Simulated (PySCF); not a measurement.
C2H6N, doublet, at a GFN2-xTB geometry, atoms displaced at random by about 0.05 Å a coordinate. Base run: HF/STO-3G (PySCF).

Here is a job for PySCF.
```python
from pyscf import gto, scf
from pyscf.geomopt import geometric_solver

mol = gto.M(
    atom='''
C    -1.25750745    0.21023575    0.17699294
C     0.12935709   -0.50235810    0.01459700
N     1.20552113    0.12701671   -0.06637908
H    -2.04462940   -0.40105040    0.45964628
H    -1.10764107    1.10578605    0.65491747
H    -1.54143717    0.63837329   -0.87482554
H     0.05941009   -1.55858739   -0.32069348
H     1.25729910    1.10874605    0.36446262
H     2.13716609   -0.36430870    0.03353905
''',
    basis='sto-3g',
    spin=1,
    verbose=3,
)

def method(m):
    mf = scf.UHF(m)
    return mf

conv, mol_eq = geometric_solver.kernel(method(mol), maxsteps=100)
print('optimisation converged:', conv)
print(mol_eq.tostring(format='xyz'))
mf = method(mol_eq)
mf.kernel()
```

Each row names what was changed in the base input (with any setting that the change needs).

| change | ΔE vs base (µEh) | optimiser steps |
|---|---|---|
| base | 0.0 | 12 |
| coordsys = hdlc | 0.5 | 13 |
| convergence_set = GAU_TIGHT | -0.1 | 20 |
| convergence_set = GAU_VERYTIGHT | -0.1 | 24 |
| trust = 0.02 | -0.1 | 15 |
| convergence_set = GAU_LOOSE | 0.6 | 10 |
| trust = 0.5 | 0.0 | 13 |

Open shells are given as the SCF converged; they aren't shown to be the lowest states, and a large step between rows can be another state.
